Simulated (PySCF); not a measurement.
A TDDFT job was run through a driver script with this input:

```
{"job": {"kind": "uv", "xc": "wB97X-D", "basis": "def2-SVPD", "nstates": 8, "ntriplets": 3}, "charge": 0, "multiplicity": 1}
C      1.504352    -0.430437     0.188577
Si     0.157007     0.860994    -0.108227
C     -1.517490    -0.102113    -0.242150
F     -1.479103    -1.010921    -1.255054
Br    -1.866923    -1.076718     1.430605
H      1.341541    -0.967953     1.120640
H      1.527372    -1.164346    -0.614751
H      2.484430     0.034387     0.241125
H     -0.034219     1.784105     1.010280
H      0.288477     1.554866    -1.391127
H     -2.400018     0.520806    -0.405881
```

Its output, with some lines taken out ([cut]):

```
coarse grid: 44240 points
cycle   1  E = -3042.7142198637  dE = -7.911e-01  |g| = 5.723e-01  |ddm| = 3.713e+00
cycle   2  E = -3042.7026689023  dE =  1.155e-02  |g| = 6.792e-01  |ddm| = 1.132e+00
cycle   3  E = -3042.7894331649  dE = -8.676e-02  |g| = 4.858e-02  |ddm| = 5.548e-01
cycle   4  E = -3042.7898909431  dE = -4.578e-04  |g| = 2.301e-02  |ddm| = 9.549e-02
cycle   5  E = -3042.7900175591  dE = -1.266e-04  |g| = 7.318e-03  |ddm| = 4.062e-02
cycle   6  E = -3042.7900314618  dE = -1.390e-05  |g| = 1.567e-03  |ddm| = 1.340e-02
cycle   7  E = -3042.7900325573  dE = -1.096e-06  |g| = 6.372e-04  |ddm| = 4.390e-03
final grid: 91256 points
cycle   8  E = -3042.7896793090  dE = -1.017e-06  |g| = 8.286e-04  |ddm| = 7.636e-03
cycle   9  E = -3042.7896793367  dE = -2.772e-08  |g| = 7.933e-04  |ddm| = 1.726e-03
cycle  10  E = -3042.7896794305  dE = -9.378e-08  |g| = 8.358e-05  |ddm| = 6.340e-04
cycle  11  E = -3042.7896794322  dE = -1.769e-09  |g| = 4.126e-05  |ddm| = 1.414e-04
cycle  12  E = -3042.7896794327  dE = -4.834e-10  |g| = 1.027e-05  |ddm| = 7.843e-05
converged SCF energy = -3042.7896794327

Static polarisability (au): isotropic 74.305, principal 65.762 71.415 85.739

Singlet excitations
state   eV       nm        f      main configurations
  1   5.8370    212.4   0.01152   H->L 0.90
[cut]
  3   7.5874    163.4   0.02156   H->L+1 0.42, H-2->L 0.32
  4   7.7203    160.6   0.10787   H-2->L 0.47, H->L+1 0.31
  5   7.9450    156.1   0.01094   H->L+2 0.69, H->L+6 0.16
[cut]
[cut]
[cut]

Triplet excitations (Tamm-Dancoff, eV): 5.2126 5.6552 6.6415
```

Method: PySCF, TDDFT wB97X-D/def2-SVPD, vertical, gas phase, core orbitals frozen in the response. One conformer (not necessarily the lowest) at the GFN2-xTB geometry, without solvent, vibrations or thermal averaging. Relativistic effects, spin–orbit coupling among them, are left out although an element past zinc is present.

Question: What stood in the cut lines?

Answer: 
```
  2   6.3162    196.3   0.00182   H-1->L 0.90
  6   8.1938    151.3   0.05033   H-1->L+1 0.61, H-1->L+2 0.14, H-1->L+3 0.09
  7   8.2627    150.1   0.08387   H-3->L 0.55
  8   8.4430    146.8   0.04469   H->L+6 0.19, H->L+5 0.16, H->L+4 0.12
```

Question: Which orbital energies lie behind H and L?

Answer: HOMO -9.78 eV and LUMO 1.09 eV, a gap of 10.88 eV; state 1 differs from that by -5.04 eV.

Question: What share of the summed oscillator strength falls to the strongest level in this window?

Answer: State 4 at 161 nm: 0.1079 of 0.3326, or 32%.

Question: Give the mean polarisability in Å³.

Answer: 74.31 au × 0.148185 = 11.01 Å³.

Question: Which species is it?

Answer: `[SiH2]([C@@H](F)Br)C` (C2H6BrFSi), point group C1.

The SCF starts on a coarse grid; the energy jumps when the final grid takes over, and dE counts afresh there. H and L stand for HOMO and LUMO.

Time: 59 s of wall time (with the writing of density and orbital grids); peak memory 0.72 GiB. Hardware: Arm Neoverse N1, one thread, shared host.

Shape of the structure used: `[CH3:1][SiH2:2][C@@H:3]([F:4])[Br:5]`: C1–Si2–C3–F4 -59°.

wB97X-D is run here without its empirical dispersion term; that term would change no orbital, density or response property at a fixed geometry.
